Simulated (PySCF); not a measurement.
SMILES OB(c1ccccc1OC)O, GFN2-xTB optimised geometry. Atoms within 1.6 Å of the plane z = 0.8 Å (x, y, z in Å): C1 (-0.24, -2.49, -0.01), O2 (0.42, -1.25, 0.00), C3 (-0.33, -0.09, 0.00), C4 (-1.72, -0.09, 0.00), C5 (-2.41, 1.10, 0.00), C6 (-1.73, 2.31, 0.00), C7 (-0.35, 2.30, 0.00), C8 (0.39, 1.12, 0.00), B9 (1.97, 1.20, 0.00), O10 (2.79, 0.12, 0.00), O11 (2.54, 2.43, 0.01), H12 (-0.86, -2.62, 0.88), H14 (0.55, -3.24, -0.01), H15 (-2.27, -1.02, 0.00), H16 (-3.49, 1.09, 0.00), H17 (-2.27, 3.24, 0.00), H18 (0.20, 3.23, 0.00), H19 (2.33, -0.72, -0.01), H20 (3.49, 2.40, 0.01).

Calculation: CAM-B3LYP/def2-SVP (PySCF 2.14.0).

Map of the log10 of the electron density (e/bohr³), floored at −4 on the plane z = 0.8 Å:

```
|                         |
|                         |
|      .... ...           |
|     :-=--:---:....      |
|    .-+++==+++=-===-:    |
|    :=+##***#*+=+**+=:   |
|    :=*######*++*%%#+=.  |
|   :-=*#%%%%%#++#%%#*=:  |
|  :-+*#%%##%%#**#%#*+-.  |
|  :=*##%#**#%%####*+=:   |
|  -=*#%%#**#%%#####*+-   |
|  :=+*#%%###%##*#%%#*=.  |
|  .:-=*#%%%%%#++*#%%*=.  |
|   .:=*#%#####*++###+-   |
|    :=+##**#%%#*+**+-.   |
|    .-+**++*%%#*===-.    |
|     :-==*####*+-:.      |
|      :-+#@@%#+=:        |
|       :+#@@%#+=.        |
|       :=*####*=:        |
|        :=+++++-.        |
|         ::--=-:         |
|           ....          |
|                         |
|                         |
```
Scale: ten equal steps from -4.00 (start of ' ') to -0.589 (end of '@'), in the order ' .:-=+*#%@'; x runs from -5.50 to 5.50, y from -5.50 (bottom) to 5.50 (top).
